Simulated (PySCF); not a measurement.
C2H5Se, SMILES [CH2][Se]C, multiplicity 2.

Coordinates come from a B3LYP-D3(BJ)/def2-SVP optimisation. The isomer is the one that the SMILES or the coordinates give; other isomers of the formula were not compared.

These are TDA-LC-ωPBE/def2-SVPD run with PySCF values and carry that method's errors.

Vertical excitations. 

Question: Give excitation energies, oscillator strengths and character. (The exact figures need the calculation; the answer reports its results.)

Answer: 
```csv
state,energy (eV),λ (nm),f,main pairs
root 1,3.91,317,0.000,"α HOMO→LUMO 59 %, α HOMO→LUMO+4 22 %"
root 2,4.43,280,0.079,β HOMO→LUMO 92 %
root 3,4.99,248,0.003,"α HOMO→LUMO+1 50 %, α HOMO→LUMO+5 17 %, α HOMO→LUMO+7 11 %"
root 4,5.35,232,0.003,α HOMO→LUMO+2 87 %
root 5,5.67,219,0.003,"β HOMO→LUMO+1 53 %, β HOMO→LUMO+5 24 %"
root 6,6.02,206,0.004,β HOMO−1→LUMO 76 %
root 7,6.24,199,0.008,"α HOMO→LUMO+3 36 %, α HOMO→LUMO+4 25 %, α HOMO→LUMO+1 12 %, α HOMO→LUMO 9 %"
root 8,6.29,197,0.012,"α HOMO→LUMO+3 58 %, α HOMO→LUMO+4 19 %"
root 9,6.54,189,0.022,"α HOMO→LUMO+7 42 %, α HOMO→LUMO+1 12 %, α HOMO→LUMO 11 %, α HOMO→LUMO+4 8 %"
root 10,6.80,182,0.000,"α HOMO→LUMO+5 11 %, α HOMO−1→LUMO 10 %, α HOMO−2→LUMO 6 %, β HOMO−1→LUMO+1 12 %, β HOMO−2→LUMO 10 %, β HOMO−1→LUMO+5 8 %, β HOMO→LUMO+2 7 %"
```
Unrestricted roots are not spin-pure.
